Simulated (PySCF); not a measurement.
A PySCF script (with the pyscf-properties extension) for the NMR shieldings of `C#CCCSC(=C)B(Cl)Cl`, C$_{6}$H$_{7}$BCl$_{2}$S, on a GFN2-xTB geometry:

```python
import basis_set_exchange as bse
import numpy as np
from pyscf import gto, dft
from pyscf.prop import nmr

atoms = """
C     3.889843    0.099363   -0.619411
C     2.790885   -0.331372   -0.424351
C     1.450469   -0.815696   -0.163279
C     0.844657   -0.074091    1.026883
S    -0.860677   -0.617783    1.384322
C    -1.868047    0.194678    0.169535
C    -1.395968    1.054669   -0.742473
B    -3.382915   -0.180732    0.269459
Cl   -4.526415    0.544670   -0.787514
Cl   -3.934318   -1.314976    1.431774
H     4.859437    0.454088   -0.803721
H     0.834983   -0.672840   -1.055811
H     1.486049   -1.886112    0.055386
H     1.398047   -0.301884    1.938074
H     0.845406    1.005682    0.882602
H    -2.075170    1.513296   -1.440460
H    -0.363262    1.341070   -0.832003
"""
names = dict.fromkeys(["C", "S", "B", "Cl", "H"], "pcSseg-1")
basis = {el: gto.basis.parse(bse.get_basis(n, elements=[el], fmt="nwchem")) for el, n in names.items()}
mol = gto.M(atom=atoms, basis=basis, charge=0, verbose=0)
mf = dft.RKS(mol, xc="PBE0")
mf.grids.level = 2
mf.grids.alignment = dft.numint.BLKSIZE   # the property module wants whole blocks of grid points
mf.conv_tol = 1e-9
mf.kernel()

calc = nmr.RKS(mf)   # GIAO
C = mf.mo_coeff
Co = C[:, mf.mo_occ > 0]
resp = mf.gen_response(singlet=True, hermi=2)
def vind(x):   # induced exchange potential for any number of trial vectors
    d = np.einsum("pi,xij,qj->xpq", C, 2 * x.reshape(-1, C.shape[1], Co.shape[1]), Co, optimize=True)
    return np.einsum("xpq,pi,qj->xij", resp(d - d.transpose(0, 2, 1)), C, Co, optimize=True).ravel()
mo1, _ = nmr.rhf.solve_mo1(calc, with_cphf=vind)
sigma = calc.kernel(mo1)
for i, s in enumerate(sigma):   # ppm
    print("%2d %-2s %9.2f" % (i, mol.atom_pure_symbol(i), np.trace(s) / 3))
```

Task: Give the expected output.

Result: 
```
 0 C     110.57
 1 C     100.28
 2 C     168.30
 3 C     150.44
 4 S     412.75
 5 C      33.54
 6 C      54.40
 7 B      47.90
 8 Cl    721.41
 9 Cl    690.57
10 H      30.24
11 H      29.12
12 H      29.42
13 H      28.80
14 H      28.79
15 H      25.01
16 H      25.83
```

These numbers come from an equivalent density-fitted implementation of the same equations, which agrees with the script to about 0.01 ppm for H and up to a few tenths of a ppm for heavy atoms, so last digits may differ.

Size and cost of the density-fitted run: 226 basis functions, 2.1 min wall time on 1 thread of an Arm Neoverse N1, shared host; peak memory 1.1 GiB.
